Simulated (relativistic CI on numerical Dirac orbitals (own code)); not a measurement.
## d1 to d9 in one octahedral field

Computed with a parametric ligand-field model without spin-orbit coupling, by exact diagonalisation: B = 850, C = 3780, 10Dq = 14700 cm⁻¹ (Oh; |10Dq|/B = 17.3) for every shell. Energies in cm⁻¹; the field energy is (0.6 n_e − 0.4 n_t2) × 10Dq of the ground term; g labels are left out.

```
Shell  Ground term  Electrons in e  Field energy  First spin-allowed bands  Lowest term of other spin
   d1          2T2           0.000         -5880                  2E 14700                           
   d2          3T1           0.045        -11097      3T2 13259, 3T1 24568                  1T2 13169
   d3          4A2           0.000        -17640      4T2 14700, 4T1 22225                   2E 17376
   d4           5E           1.000         -8820                 5T2 14700                   3T1 7439
   d5            ?               ?             ?                         ?                          ?
   d6          5T2           2.000         -5880                  5E 14700                   1A1 2293
   d7          4T1           2.045        -11097      4T2 13259, 4T1 24568                    2E 3101
   d8          3A2           2.000        -17640      3T2 14700, 3T1 22225                   1E 14076
   d9           2E           3.000         -8820                 2T2 14700
```

Question: Fill in the row of d5.

Answer: Ground term: 6A1; Electrons in e: 2.000; Field energy: 0; First spin-allowed bands: none; Lowest term of other spin: 4T1 15633. Every shell keeps the spin of the free ion. Only d4 to d7 can choose; the field needed to pair spins is smallest for d6 and largest for d5, which loses most exchange energy. In the strong-field picture 10Dq must exceed about 6B + 5C = 24000 (d4), 7.5B + 5C = 25275 (d5), 2.5B + 4C = 17245 (d6) and 4B + 4C = 18520 (d7); mixing of terms shifts these bounds somewhat. High-spin d^(n+5) repeats the spin-allowed bands of d^n, since the half-filled shell is spherical.
